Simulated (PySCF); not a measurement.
C5H5ClN2Si.
SMILES: `C#C[SiH2]N1C=NC(Cl)=C1`

Vertical excitations from PySCF (density fitting, frozen core in the response, grid level 2 and gas phase unless stated; continuum runs use non-equilibrium linear response for the excitations) on a GFN2-xTB geometry. Reference run:

| settings | S1, eV (f) | S2, eV (f) | S3, eV (f) | S4, eV (f) | S5, eV (f) | S6, eV (f) | T1, eV (Tamm–Dancoff) | mean α (au) |
| --- | --- | --- | --- | --- | --- | --- | --- | --- |
| PBE0/def2-SVPD, full TDDFT, 6 singlets | 4.84 (0.003) | 5.31 (0.022) | 5.93 (0.082) | 6.01 (0.000) | 6.22 (0.014) | 6.30 (0.010) | 4.16 | 106.2 |

Task: What do these settings give: mPW1PW91/aug-cc-pVDZ, fitting basis def2-qzvpp-jkfit, full TDDFT, 25 singlets?

Result: 
| settings | S1, eV (f) | S2, eV (f) | S3, eV (f) | S4, eV (f) | S5, eV (f) | S6, eV (f) | T1, eV (Tamm–Dancoff) | mean α (au) |
| --- | --- | --- | --- | --- | --- | --- | --- | --- |
| mPW1PW91/aug-cc-pVDZ, fitting basis def2-qzvpp-jkfit, full TDDFT, 25 singlets | 4.78 (0.003) | 5.27 (0.020) | 5.71 (0.001) | 5.80 (0.076) | 5.98 (0.000) | 6.00 (0.018) | 4.14 | 108.0 |

S1 moves by -0.06 eV; functional and basis change together, so the shift can't be laid on one. States are counted by energy in each run and needn't keep their character from row to row.

Task: Give the leading configurations of S1 (H = HOMO, L = LUMO) and the HOMO–LUMO gap of each run.

Result: 
| settings | S1 configurations (weight) | S1 (eV) | orbital gap (eV) | S1 − gap (eV) |
| --- | --- | --- | --- | --- |
| PBE0/def2-SVPD, full TDDFT, 6 singlets | H→L 0.99 | 4.84 | 5.75 | -0.91 |
| mPW1PW91/aug-cc-pVDZ, fitting basis def2-qzvpp-jkfit, full TDDFT, 25 singlets | H→L 0.99 | 4.78 | 5.69 | -0.91 |

Shape of the structure used: `[CH:1]#[C:2][SiH2:3][n:4]1[cH:5][n:6][c:7]([Cl:8])[cH:9]1`: C2–Si3–N4–C5 102°.

One conformer stands for the species.
